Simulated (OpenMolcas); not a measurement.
# Ionisation energies of arsenic

```json
{
  "Program": "OpenMolcas 26.06",
  "Basis": "ANO-R2 [6s5p4d3f1g]",
  "Scalar Hamiltonian": "X2C, finite nucleus",
  "Spin-orbit coupling": "RASSI with atomic mean-field integrals over the reference wave functions, term energies averaged over their components"
}
```

Active shells in each charge state: the valence s, p shells, with orbitals averaged over the low states. Where CASPT2's correlated closed shells are named, they are those of the first ion.

A. CASSCF
B. SS-CASPT2, IPEA 0.25 Eh, imaginary shift 0.1 Eh (closed shells correlated: 3s 3p 3d)

Energies in eV between the lowest computed levels (charge -1 gives the electron affinity), named as in B; reference values from the NIST Atomic Spectra Database with their kind.

```tsv
From	To	A	B	Spin-orbit share in B	Reference
As- 4s² 4p⁴ ³P₂	As 4s² 4p³ ⁴S°_3/2	-0.770	-0.001	+0.063	
As 4s² 4p³ ⁴S°_3/2	As+ 4s² 4p² ³P₀	9.017	9.733	-0.196	9.789 (measured)
As+ 4s² 4p² ³P₀	As2+ 4s² 4p ²P°_1/2	17.680	18.513	-0.014	18.589 (measured)
As2+ 4s² 4p ²P°_1/2	As3+ 4s² ¹S₀	27.278	28.311	+0.219	28.349 (measured)
As3+ 4s² ¹S₀	As4+ 4s ²S_1/2	48.910	49.660	+0.000	50.150 (measured)
As4+ 4s ²S_1/2	As5+ 3d¹⁰ ¹S₀	61.511	62.535	+0.000	62.770 (measured)
```

Error against the reference values, in %:

```json
{"From": "As", "Reference": "measured", "A": "-7.9", "B": "-0.6"}
{"From": "As+", "Reference": "measured", "A": "-4.9", "B": "-0.4"}
{"From": "As2+", "Reference": "measured", "A": "-3.8", "B": "-0.1"}
{"From": "As3+", "Reference": "measured", "A": "-2.5", "B": "-1.0"}
{"From": "As4+", "Reference": "measured", "A": "-2.0", "B": "-0.4"}
```

Mean absolute error over the 5 measured values: A 1.05 eV, B 0.18 eV. B lies closest.

No diffuse functions were added, so the electron affinity comes out too small, and without dynamic correlation a bound anion can come out unbound.

° marks odd parity.
